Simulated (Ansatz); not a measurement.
`F/C=[CH]/[GeH3]` → `[F][GeH]1[CH2][CH2]1`  (isomerisation)

Calculated with Ansatz (gas phase, PBE0-D4/def2-TZVP geometries, no zero-point term in ΔE). CBS: MP2 limit from def2 TZ/QZ plus the TZ coupled-cluster correction, frozen cores. DFT in def2-TZVPP. For Ge outer-core shells are correlated without core-valence functions, which leaves a few kJ/mol of doubt a bond. Scalar relativity is left out up to krypton.

`F/C=[CH]/[GeH3]`:

```xyz
9

F    -1.777   -1.090   -1.825
C    -0.703   -0.580   -1.210
C    -0.720   -0.200    0.054
Ge    0.856    0.531    0.897
H     0.149   -0.529   -1.881
H    -1.646   -0.308    0.611
H     0.582    1.961    1.390
H     1.264   -0.333    2.102
H     1.995    0.549   -0.136
```

`[F][GeH]1[CH2][CH2]1`:

Cartesian coordinates in Å:
```
F -0.145 -1.908 -1.514
Ge -0.739 -0.774 -0.338
C 0.126 0.937 -0.335
C 0.591 -0.007 0.810
H -2.187 -1.102 -0.019
H 0.855 1.135 -1.114
H -0.431 1.821 -0.043
H 1.605 -0.387 0.732
H 0.326 0.284 1.821
```

```tsv
level	ΔE (kJ/mol)
r2SCAN-D4	-64.3
r2SCAN	-64.4
HF/def2-TZVPP	-35.2
HF/def2-QZVPP	-36.9
```

(1) What does CCSD(T)/CBS give? (An estimate is asked.)

Largest T1 diagnostic among the species: 0.012.

Results:

(1) Ansatz gave: -68.6 kJ/mol. The listed levels differ from it by 4.3, 4.2, 33.4, 31.7 kJ/mol.

In def2-TZVPP, CCSD(T) changes the Hartree–Fock value by −26.5 kJ/mol (the triples alone add −1.1 kJ/mol) and MP2 by −43.6 kJ/mol. From PBE to PBE0 (25 % exact exchange), in def2-TZVPP and without D4, ΔE moves by −4.0 kJ/mol.
